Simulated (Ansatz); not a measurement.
The cluster MoO₃⁻, relaxed as a doublet with UKS r2SCAN-D4/def2-TZVPD in Ansatz, starting from the GFN1-xTB geometry. Force threshold 0.02 eV/Å.

In the def2 sets Mo takes a core potential; there is no spin–orbit coupling. The relaxation made no stability test and no search for a lower SCF solution. The structure comes from a short search, and lower isomers may exist.

Start:

```
atom   x (Å)   y (Å)   z (Å)
 Mo1   0.000   0.000   0.000
  O2  -0.176   1.647  -0.262
  O3  -1.313  -1.025  -0.197
  O4   1.489  -0.621   0.459
```

```json
{"step": "1", "energy (eV)": "-8002.7197", "largest force component (eV/Å)": "4.295", "SCF passes": "21"}
{"step": "2", "energy (eV)": "-8003.1499", "largest force component (eV/Å)": "0.386", "SCF passes": "30"}
{"step": "3", "energy (eV)": "-8003.1829", "largest force component (eV/Å)": "0.694", "SCF passes": "35"}
{"step": "4", "energy (eV)": "-8003.2501", "largest force component (eV/Å)": "0.086", "SCF passes": "34"}
{"step": "5", "energy (eV)": "-8003.2504", "largest force component (eV/Å)": "0.011", "SCF passes": "24"}
```

Force components are those of the run's own axes.

End:

```xyz
4

Mo    0.072   -0.038   -0.285
O    -0.202    1.676   -0.170
O    -1.350   -1.023   -0.103
O     1.480   -0.615    0.559
```

By distances, no bond broke or formed. The bond that changes most is Mo1–O2, from 1.68 to 1.74 Å (atoms count from 1).

No frequencies were taken in this run, so the end may be a saddle point.

Run time 12 s (4 threads of Arm Neoverse V2 on a shared host).
